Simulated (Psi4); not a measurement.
Internal rotation in SMILES c1coc([SiH2]c2ccco2)c1. Scanned: dihedral O3–C4–Si5–C6; all other coordinates were relaxed at GFN2-xTB. Points at φ and −φ are mirror images.

Geometry of the scan point at -160° (Å):
```
19

C     -3.4365    -0.7541     0.2929
C     -2.8523    -0.2525    -0.8305
O     -1.6442     0.2521    -0.5517
C     -1.4197     0.0808     0.7745
Si     0.1950     0.7405     1.4568
C      0.5269    -0.1348     3.0790
C      0.2257    -1.3794     3.5670
C      0.7972    -1.4648     4.8549
C      1.4114    -0.2672     5.0637
O      1.2569     0.5357     4.0040
C     -2.5083    -0.5360     1.3339
H     -4.3994    -1.2171     0.3666
H     -3.1863    -0.2010    -1.8485
H      1.2631     0.4675     0.4863
H      0.1040     2.1826     1.7153
H     -0.3366    -2.1363     3.0593
H      0.7581    -2.2953     5.5301
H      1.9672     0.1159     5.8972
H     -2.6230    -0.7975     2.3660
```

Level of theory: Psi4 with PBE-D3(BJ)/def2-SVP // GFN2-xTB.

Scanned values (°): -160, -140, -120, -100, -80, -60, -40, -20, 0, 20, 40, 60, 80, 100, 120, 140, 160, 180.

**Question.** At which scan points does the profile have its minima and maxima, and how high do they lie?

**Answer.** Lower than their neighbours: -160° (0.86 kJ/mol), -60° (0.00 kJ/mol), 60° (0.00 kJ/mol), 160° (0.86 kJ/mol). Higher than their neighbours: -120° (2.13 kJ/mol), 0° (4.35 kJ/mol), 120° (2.13 kJ/mol), 180° (2.53 kJ/mol). The whole profile spans 4.35 kJ/mol.
